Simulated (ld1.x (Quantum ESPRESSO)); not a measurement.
Plane-wave convergence, ultrasoft potential for sulfur

| Item | Value |
| --- | --- |
| Element | sulfur (S) |
| Generator | ld1.x (Quantum ESPRESSO) 7.5 |
| Type | ultrasoft |
| Functional | PBEsol |
| Relativity | scalar-relativistic |
| Frozen core | [Ne] |
| Valence charge | 6 |
| Reference configuration | 3s2 3p3 (charge +1) |
| Partial waves | 3s (bound): rcut 1.25, rcutus 1.40 bohr; 3s channel at -0.35 Ry: rcut 1.25, rcutus 1.40 bohr; 3p (bound): rcut 1.35, rcutus 1.85 bohr; 3p channel at -0.2 Ry: rcut 1.35, rcutus 1.85 bohr; 3d channel at 0.35 Ry: rcut 1.05, rcutus 1.40 bohr; 3d channel at 1.1 Ry: rcut 1.05, rcutus 1.40 bohr |
| Local potential | all-electron potential smoothed inside 1.20 bohr (lloc = -1) |
| Core correction | a·sin(br)/r model core inside 0.65 bohr |
| Augmentation charge | built from norm-conserving waves at rcut, not smoothed further |

The pseudo-atom Hamiltonian at the reference potential is diagonalised in spherical Bessel functions j_l(qr) that vanish at 20 bohr, with q² up to the cutoff. All-electron valence levels (Ry): 3s -2.0255, 3p -1.2315.

**Question.** How do the lowest levels (Ry) of each channel move with the cutoff, and are there ghosts?

**Answer.**

```json
{"cutoff (Ry)": "8", "s #1": "-1.9911", "p #1": "-1.1711", "p #2": "-0.2354", "d #1": "-0.2336", "f #1": "-0.0469", "f #2": "0.0539", "Σ f·Δε (mRy)": "250.0"}
{"cutoff (Ry)": "10", "s #1": "-2.0006", "p #1": "-1.2014", "p #2": "-0.2397", "d #1": "-0.2418", "f #1": "-0.0469", "f #2": "0.0539", "Σ f·Δε (mRy)": "140.2"}
{"cutoff (Ry)": "15", "s #1": "-2.0178", "p #1": "-1.2280", "p #2": "-0.2431", "d #1": "-0.2566", "f #1": "-0.0469", "f #2": "0.0539", "Σ f·Δε (mRy)": "26.0"}
{"cutoff (Ry)": "18", "s #1": "-2.0235", "p #1": "-1.2303", "p #2": "-0.2434", "d #1": "-0.2666", "f #1": "-0.0469", "f #2": "0.0539", "Σ f·Δε (mRy)": "7.6"}
{"cutoff (Ry)": "25", "s #1": "-2.0251", "p #1": "-1.2315", "p #2": "-0.2435", "d #1": "-0.2774", "f #1": "-0.0469", "f #2": "0.0539", "Σ f·Δε (mRy)": "1.2"}
{"cutoff (Ry)": "30", "s #1": "-2.0251", "p #1": "-1.2315", "p #2": "-0.2435", "d #1": "-0.2828", "f #1": "-0.0469", "f #2": "0.0539", "Σ f·Δε (mRy)": "1.1"}
{"cutoff (Ry)": "40", "s #1": "-2.0254", "p #1": "-1.2315", "p #2": "-0.2435", "d #1": "-0.2875", "f #1": "-0.0469", "f #2": "0.0539", "Σ f·Δε (mRy)": "0.4"}
{"cutoff (Ry)": "45", "s #1": "-2.0254", "p #1": "-1.2315", "p #2": "-0.2435", "d #1": "-0.2879", "f #1": "-0.0469", "f #2": "0.0539", "Σ f·Δε (mRy)": "0.2"}
{"cutoff (Ry)": "400", "s #1": "-2.0255", "p #1": "-1.2315", "p #2": "-0.2435", "d #1": "-0.2883", "f #1": "-0.0469", "f #2": "0.0539", "Σ f·Δε (mRy)": "0.0"}
```

Result: no extra level below or beside the all-electron valence levels (s, p, d, f tested); 10 mRy is reached at 18 Ry and 1 mRy at 35 Ry.
